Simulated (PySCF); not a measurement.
## Electron correlation in Ge²⁺ (germanium, charge +2)

[Ar] 3d10 4s2, closed-shell 1S. All numbers are calculated (PySCF 2.14, the spin-free X2C one-electron Hamiltonian (Gaussian nucleus), in x2c-TZVPPall (6s5p4d1f, 48 functions)). Frozen: [Ne]; 20 electrons correlated.

| level | correlation energy (mhartree) |
| --- | --- |
| CCSD | -283.04 |
| (T) | -6.41 |
| CCSD(T) | -289.45 |

Diagnostics: T1 = 0.0068, D1 = 0.0130, largest double amplitude 0.093.

Cost of the coupled-cluster step: about 1.6 core-seconds, for 20 correlated electrons.

Iterations:

```
CC2 = 0
CCSD nocc = 10, nmo = 43
frozen orbitals [0, 1, 2, 3, 4]
max_cycle = 100
direct = 0
conv_tol = 1e-08
conv_tol_normt = 1e-06
diis_space = 8
diis_start_cycle = 0
Init t2, MP2 energy = -2096.51502833644  E_corr(MP2) -0.297837041997447
Init E_corr(CCSD) = -0.297837041998294
cycle = 1  E_corr(CCSD) = -0.269067056513768  dE = 0.0287699855  norm(t1,t2) = 0.0508107
cycle = 2  E_corr(CCSD) = -0.284011507891733  dE = -0.0149444514  norm(t1,t2) = 0.0175249
cycle = 3  E_corr(CCSD) = -0.281640126704999  dE = 0.00237138119  norm(t1,t2) = 0.00705047
cycle = 4  E_corr(CCSD) = -0.283011998712559  dE = -0.00137187201  norm(t1,t2) = 0.00269123
cycle = 5  E_corr(CCSD) = -0.283052515582243  dE = -4.05168697e-05  norm(t1,t2) = 0.000139122
cycle = 6  E_corr(CCSD) = -0.283039385392088  dE = 1.31301902e-05  norm(t1,t2) = 4.08463e-05
cycle = 7  E_corr(CCSD) = -0.283037661899692  dE = 1.7234924e-06  norm(t1,t2) = 5.56356e-06
cycle = 8  E_corr(CCSD) = -0.283038167149988  dE = -5.05250296e-07  norm(t1,t2) = 1.33803e-06
cycle = 9  E_corr(CCSD) = -0.283038202548785  dE = -3.53987963e-08  norm(t1,t2) = 1.51113e-07
cycle = 10  E_corr(CCSD) = -0.283038189662403  dE = 1.28863817e-08  norm(t1,t2) = 3.06018e-08
cycle = 11  E_corr(CCSD) = -0.283038188476097  dE = 1.18630589e-09  norm(t1,t2) = 1.62575e-08
CCSD converged
E(CCSD) = -2096.500229482921  E_corr = -0.283038188476097
CCSD(T) correction = -0.00640830203219997
```

This basis was not built for core-valence correlation, so the inner-shell part is incomplete.
